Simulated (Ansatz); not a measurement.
A calculation with Ansatz (development build ahead of 0.2.0).

```yaml
crystal:
  periodic: [false, false, false]
  atoms:
    - { symbol: B, position_ang: [1.09053, 0.00266, -0.00424] }
    - { symbol: B, position_ang: [-0.00554, 1.07355, 8.0e-05] }
    - { symbol: B, position_ang: [-1.08857, -0.0072, -0.00183] }
    - { symbol: B, position_ang: [-0.00021, -1.09114, 0.00376] }
basis:
  gaussian: { orbitals: "6-31G" }
hamiltonian:
  xc: hf
output:
  forces: true
```

The input is written out in the form of the current development build from the run's settings.

Results

- Converged: yes
- Total energy: -98.37666 hartree

Forces (eV/Å):
```
atom      Fx      Fy      Fz
  B1  -0.491  -0.271   0.011
  B2   0.033  -0.206  -0.009
  B3   0.267  -0.109   0.009
  B4   0.191   0.586  -0.011
```
